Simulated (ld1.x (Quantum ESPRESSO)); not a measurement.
**Reading a pseudo-wave (Sc (Z = 21))**

Columns: radius, all-electron u(r) and pseudo u(r) of the 4s shell (level -4.50 eV) of scandium in the configuration [Ar] 3d1 4s1.5 4p0.5; revPBE, scalar-relativistic, TM scheme, ld1.x (Quantum ESPRESSO) 7.5.

| r (bohr) | all-electron | pseudo |
| --- | --- | --- |
| 0.190 | -0.1373 | -0.0192 |
| 0.380 | -0.0385 | -0.0395 |
| 0.570 | 0.1648 | -0.0620 |
| 0.760 | 0.2518 | -0.0879 |
| 0.950 | 0.2215 | -0.1183 |
| 1.140 | 0.1223 | -0.1545 |
| 1.330 | -0.0035 | -0.1973 |
| 1.520 | -0.1298 | -0.2467 |
| 1.710 | -0.2434 | -0.3019 |
| 1.900 | -0.3390 | -0.3603 |
| 2.090 | -0.4154 | -0.4180 |
| 2.280 | -0.4741 | -0.4706 |
| 2.470 | -0.5171 | -0.5138 |
| 2.660 | -0.5468 | -0.5453 |
| 2.850 | -0.5651 | -0.5647 |
| 3.040 | -0.5734 | -0.5733 |
| 3.230 | -0.5731 | -0.5731 |
| 3.420 | -0.5658 | -0.5658 |
| 3.610 | -0.5525 | -0.5525 |
| 3.800 | -0.5346 | -0.5346 |
| 3.990 | -0.5132 | -0.5132 |
| 4.180 | -0.4892 | -0.4892 |
| 4.370 | -0.4634 | -0.4634 |
| 4.560 | -0.4367 | -0.4367 |
| 4.750 | -0.4095 | -0.4095 |
| 4.940 | -0.3824 | -0.3824 |

Problem. How many radial nodes do the two functions have?

Solution. The all-electron 4s function has n − l − 1 = 3 (the table is too coarse to show those close to the nucleus); the pseudo-wave has 0, since the states of the same l below it are removed with the core.

Problem. At about which radius was the pseudo-wave matched?

Solution. 3.25 bohr. The columns agree to 0.0005 from 2.85 bohr on; several derivatives are matched, so the curves merge somewhat inside the radius.

Problem. Where does each function peak?

Solution. Outermost all-electron maximum near 3.04 bohr, pseudo maximum near 3.04 bohr (to the table’s step).

Problem. Is the pseudo-wave norm-conserving?

Solution. Yes: the TM scheme keeps the norm inside the radius equal to the all-electron one, which fixes the energy derivative of the logarithmic derivative at the level.
